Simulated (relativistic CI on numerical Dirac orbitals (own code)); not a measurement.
# Bi61+: q coefficients and field-shift factors

Method of calculation: Dirac-Coulomb-Breit CI, separate exchange-only KLI orbitals for each configuration, derivatives by finite differences, unscaled Slater integrals, QED left out (own radial code, finite nucleus).

Configuration list (outside the closed core [Ne] 3s2): 3p6 3d4, 3p5 3d5, 3p4 3d6, 3p6 3d3 4p, 3p6 3d2 4s2, 3p6 3d2 4s 4p. Levels of other configurations are missing.

With x = (α/α₀)² − 1 an excitation energy changes as ω = ω₀ + qx; K = 2q/ω₀ is the relative enhancement. Terms are leading LS components, so labels can repeat. The field-shift factor is F = δν/δ⟨r²⟩ for the transition from the lowest level.

Lowest level 3p6 3d4 3P_0.

```csv
Level,ω₀ (cm⁻¹),q (cm⁻¹),F (GHz/fm²)
3p6 3d4 5D_1,926517,1.031e+06,41.3
3p6 3d4 3F_4,1036376,1.01e+06,42.1
3p6 3d4 5D_2,1077224,1.041e+06,43
3p6 3d4 3F_3,1107707,1.035e+06,43.2
3p6 3d4 5D_2,1932878,2.045e+06,82.7
3p6 3d4 5D_0,1936051,2.064e+06,83.5
3p6 3d4 3H_4,1959814,2.047e+06,83.4
3p6 3d4 5D_3,1982809,2.057e+06,83.7
3p6 3d4 3H_5,2010081,2.031e+06,83.6
3p6 3d4 1I_6,2034267,2.019e+06,83.7
3p6 3d4 3D_1,2071507,2.068e+06,84.8
3p6 3d4 3F_3,2091821,2.04e+06,84.3
3p6 3d4 3G_4,2098076,2.041e+06,84.6
```

At this charge energies of transitions that change n are usually good to better than 1 %, and those within a shell (Δn = 0) to a few per cent.

Problem. Which transition from the lowest level has the largest |K|?

Solution. 3p6 3d4 5D_1 at 926517 cm⁻¹, K = 2.23.
